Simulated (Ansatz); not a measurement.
This geometry of H$_{4}$OSSn (7 atoms, charge 0, multiplicity 1) is a first-order saddle point.

Method: RKS PBE0/def2-SVP (Ansatz).

```xyz
7
Properties=species:S:1:pos:R:3
S -2.060 0.085 -0.222
O -0.645 -0.744 0.148
Sn 1.095 0.248 0.031
H -2.890 -0.958 0.009
H 1.325 0.705 -1.603
H 0.983 1.605 1.068
H 2.192 -0.940 0.569
```

(1) Which two structures does it join? (They come from a converged band through this point; their orientation in space is the band's.)

(2) How far does it lie above each of them?

## Answers

(1) No bond is made or broken. The dihedral H4–S1–O2–Sn3 goes from 92 to -92°. The two ends are copies of one structure, up to a mirror image or an exchange of like atoms.

First end point:

```xyz
7
Properties=species:S:1:pos:R:3
S -2.099 -0.084 0.369
O -0.640 -0.859 0.594
Sn 0.999 0.197 0.070
H -2.392 -0.525 -0.884
H 0.872 0.478 -1.615
H 0.976 1.643 0.981
H 2.284 -0.850 0.485
```

Last end point:

```xyz
7
Properties=species:S:1:pos:R:3
S -1.997 -0.506 -0.556
O -0.589 -1.065 0.143
Sn 1.007 0.161 -0.010
H -2.546 0.115 0.523
H 1.272 0.436 -1.676
H 0.598 1.592 0.837
H 2.255 -0.734 0.740
```

(2) 0.134 eV above the first and 0.134 eV above the second. This is the barrier of this one path; another mechanism may lie lower.

Run time: 2.7 min on 1 thread of Arm Neoverse V1, with other jobs on the host, peak memory 0.26 GiB.
